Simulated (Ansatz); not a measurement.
`Cc1cccc2cc3ccccc3cc12` with charge -1. Total charge -1; doublet. Geometry PBE-D4/def2-SVP, that of the neutral singlet; atoms count from 1.

```xyz
27

C    -1.507   -1.917    2.380
C    -0.153   -1.709    1.756
C     0.941   -2.456    2.166
C     2.235   -2.279    1.591
C     2.435   -1.345    0.597
C     1.346   -0.542    0.127
C     1.525    0.419   -0.887
C     0.463    1.215   -1.357
C     0.635    2.195   -2.388
C    -0.430    2.958   -2.826
C    -1.727    2.784   -2.252
C    -1.932    1.849   -1.256
C    -0.854    1.037   -0.775
C    -1.033    0.077    0.241
C     0.027   -0.722    0.714
H    -1.888   -0.988    2.855
H    -1.471   -2.704    3.158
H    -2.264   -2.221    1.626
H     0.808   -3.208    2.960
H     3.072   -2.897    1.950
H     3.429   -1.200    0.147
H     2.527    0.549   -1.326
H     1.637    2.325   -2.827
H    -0.284    3.708   -3.618
H    -2.565    3.401   -2.612
H    -2.931    1.713   -0.812
H    -2.040   -0.041    0.668
```

The highest occupied level of the charge -1 doublet lies above zero (up to 0.99 eV). By energy differences its removal costs 0.48 eV (vertical, to the charge 0 singlet, at PBE0-D4/def2-SVP); self-interaction error and the lack of diffuse functions both raise the level.

**Question.** Estimate the Mulliken populations from the PBE0/def2-SVP orbitals of Ansatz.

**Answer.** 
| atom | charge (e) | spin (α − β) |
| --- | --- | --- |
| C1 | 0.02 | -0.02 |
| C2 | -0.14 | 0.15 |
| C3 | -0.09 | 0.04 |
| C4 | -0.04 | 0.04 |
| C5 | -0.07 | 0.15 |
| C6 | 0.04 | -0.07 |
| C7 | -0.15 | 0.31 |
| C8 | 0.05 | -0.08 |
| C9 | -0.07 | 0.16 |
| C10 | -0.04 | 0.03 |
| C11 | -0.05 | 0.05 |
| C12 | -0.07 | 0.14 |
| C13 | 0.06 | -0.06 |
| C14 | -0.18 | 0.28 |
| C15 | 0.07 | -0.07 |
| H16 | 0.03 | 0.01 |
| H17 | 0.00 | 0.00 |
| H18 | 0.03 | 0.01 |
| H19 | -0.05 | 0.00 |
| H20 | -0.04 | 0.00 |
| H21 | -0.05 | -0.01 |
| H22 | -0.06 | -0.02 |
| H23 | -0.04 | -0.01 |
| H24 | -0.04 | 0.00 |
| H25 | -0.04 | 0.00 |
| H26 | -0.04 | -0.01 |
| H27 | -0.06 | -0.01 |
Mulliken values and Mayer orders depend strongly on the basis.

**Question.** Where does the spin sit?

**Answer.** Summed by element: C 1.05, H -0.05, of 1 unpaired in all. Largest on single atoms: C7 0.31, C14 0.28, C9 0.16.

**Question.** And the Mayer bond orders between bonded heavy atoms (over 0.3)?

**Answer.** C1–C2 1.10 (1.51 Å); C2–C3 1.45 (1.39 Å); C2–C15 1.26 (1.45 Å); C3–C4 1.30 (1.43 Å); C4–C5 1.41 (1.38 Å); C5–C6 1.27 (1.43 Å); C6–C7 1.28 (1.41 Å); C6–C15 1.20 (1.45 Å); C7–C8 1.28 (1.41 Å); C8–C9 1.26 (1.43 Å); C8–C13 1.20 (1.45 Å); C9–C10 1.42 (1.38 Å); C10–C11 1.31 (1.43 Å); C11–C12 1.41 (1.38 Å); C12–C13 1.27 (1.43 Å); C13–C14 1.27 (1.41 Å); C14–C15 1.30 (1.41 Å).
